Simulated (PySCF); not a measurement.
HgMe2, C₂H₆Hg (singlet state).
Structure used (PBE0-D3(BJ)/def2-SVP), in Å, numbered top down from 1:
```
atom  x, y, z in Å
Hg1    0.0140   -0.0099   -0.0031
C2     0.0051   -0.0325    2.1006
H3    -0.4565    0.8852    2.4971
H4     1.0308   -0.0988    2.4961
H5    -0.5651   -0.8946    2.4798
C6     0.0245    0.0161   -2.1063
H7    -1.0025    0.0001   -2.5028
H8     0.5604   -0.8589   -2.5057
H9     0.5222    0.9238   -2.4814
```

Method used: PBE0-D3(BJ)/def2-SVP geometry optimisation, gas phase, def2 core potentials past Kr in PySCF 2.14.0.

Task: Which atoms are bound to Hg1, and at what distances?

Result: 2 atoms: C6 2.103 Å, C2 2.104 Å. The nearest atom not counted as bound is H9, at 2.70 Å (others tie with it).

Task: What is the shape at Hg1?

Result: Linear: angle 179.9°.

Task: What are the other bond lengths?

Result: C2–H3 and 5 like bonds 1.101 Å.

Point group: near D3d, missed by 0.09 Å at most; the miss may be what the optimiser left on a soft mode (D3 holds within 0.08 Å). Charge 0, singlet. No PBE0-D3(BJ)/def2-SVP frequencies stand behind this structure, so it isn't proved a minimum.
